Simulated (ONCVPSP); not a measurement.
What one change does to a pseudopotential (Sn, ONCV)

* Element: tin
* Generator: ONCVPSP 4.0.1
* Type: optimised norm-conserving Vanderbilt (ONCV)
* Functional: LDA (Perdew-Wang 92)
* Relativity: scalar-relativistic
* Frozen core: [Kr]
* Valence charge: 14
* Reference configuration: 4d10 5s2 5p2
* Partial waves: 5s: rc 1.90 bohr, ncon 4, nbas 8, qcut 2.8 1/bohr, 2 projectors, debl 2.6 Ha; 5p: rc 2.05 bohr, ncon 5, nbas 8, qcut 3.5 1/bohr, 1 projector; 4d: rc 1.00 bohr, ncon 3, nbas 7, qcut 10 1/bohr, 1 projector
* Local potential: polynomial inside 0.95 bohr (lpopt 5, dvloc0 6 Ha)
* Core correction: polynomial model core, fcfact 0.6

All-electron outer shells of the reference configuration (LDA (PZ), scalar-relativistic, ld1.x):

| shell | level (eV) | outermost node (bohr) | outermost maximum (bohr) |
| --- | --- | --- | --- |
| 4s | -133.65 | 0.40 | 0.74 |
| 4p | -89.56 | 0.41 | 0.79 |
| 4d | -25.90 | 0.39 | 0.88 |
| 5s | -10.81 | 0.98 | 2.01 |
| 5p | -3.87 | 1.09 | 2.55 |

Change: local potential polynomial inside 0.65 bohr (lpopt 3, dvloc0 0 Ha).

Cutoffs: the cutoffs (Ha) at which the residual kinetic energy of the hardest occupied pseudo-wave falls to 1 and 0.1 mHa per electron; they do not see the model core or the augmentation charge, which bear on the density cutoff. Errors are all-electron minus pseudo energies relative to the spin-unpolarised reference configuration.

Problem. What does the change do?

Solution. The potential gets neither clearly harder nor softer (44 Ha and 55 Ha → 44 Ha and 55 Ha); both files keep a bound ghost (p, s); of the 4 tests that both files solve, the error grows in 0 and shrinks in 2 by more than 15 % and 0.3 meV (median size 7.4 → 5.0 meV); the range in which the p phases agree narrows (upper end 2.2 → 0.7).

| quantity | base | changed |
| --- | --- | --- |
| cutoff, loose | 44 Ha | 44 Ha |
| cutoff, tight | 55 Ha | 55 Ha |
| bound ghosts | s, p | s, p |
| GHOST(+) flags under 300 eV | s at 158.2 eV | s at 68.6 eV |
| error for 4d10 5s2 5p1, meV [ΔE 7.09 eV] | -1.8 | -0.8 |
| error for 4d10 5s2 5p0, meV [ΔE 21.35 eV] | -9.2 | -8.8 |
| error for 4d10 5s1 5p0, meV [ΔE 52.80 eV] | -29 | -28 |
| error for 4d10 5s0 5p4, meV [ΔE 14.40 eV] | -5.5 | +1.1 |
| s: phases at 1.92 bohr within 0.05 rad from the reference energy up to (Ha; the scan ends near 5) | 4.3 | n/a |
| p: phases at 2.08 bohr within 0.05 rad from the reference energy up to (Ha; the scan ends near 5) | 2.2 | 0.7 |
| d: phases at 1.01 bohr within 0.05 rad from the reference energy up to (Ha; the scan ends near 5) | to the end of the scan | to the end of the scan |
| rms error of d²Exc/dni dnj with the model core, mHa | 0.44 | 0.44 |

 A true bound ghost makes a file unfit for plane-wave use even where its test errors are small: the radial tests pick states by their node count and pass the ghost by.
